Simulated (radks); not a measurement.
All-electron atom: neutral argon in [Ar].

All-electron calculation, Dirac Kohn-Sham, BLYP, spin-unpolarised, spherical densities, finite nucleus; Fermi nuclear charge, rms radius 3.4274 fm. Program: a radial shooting solver on a logarithmic mesh with Libxc functionals.

Energy parts (hartree):
total: -529.43808
kinetic: 532.67172
electron-nucleus: -1263.50635
Hartree: 232.42772
exchange-correlation: -31.03117

Orbitals (lengths in bohr, moments of r in powers of bohr; <r^-3> diverges for s and p1/2; r(max) is where P^2 peaks):
orbital	occ.	eigenvalue (hartree)	<1/r>	<r^-3>	r(max)	small-component weight
1s1/2	2	-114.7183	17.70	-	0.05605	4.12e-03
2s1/2	2	-10.91012	3.556	-	0.3387	6.60e-04
2p1/2	2	-8.50653	3.475	-	0.2793	6.40e-04
2p3/2	4	-8.42426	3.445	125.5	0.2812	6.35e-04
3s1/2	2	-0.88683	0.9927	-	1.172	1.10e-04
3p1/2	2	-0.37703	0.8335	-	1.281	8.19e-05
3p3/2	4	-0.37049	0.8272	10.04	1.289	8.09e-05

The highest occupied level is 3p3/2 at -10.082 eV. For comparison, the ionisation energy in NIST's Atomic Spectra Database is 15.760 eV (measured). In exact Kohn-Sham theory the highest level is minus the ionisation energy, but local and semilocal functionals leave it too shallow, through self-interaction and a potential that decays too fast; potentials with the right tail come closer.
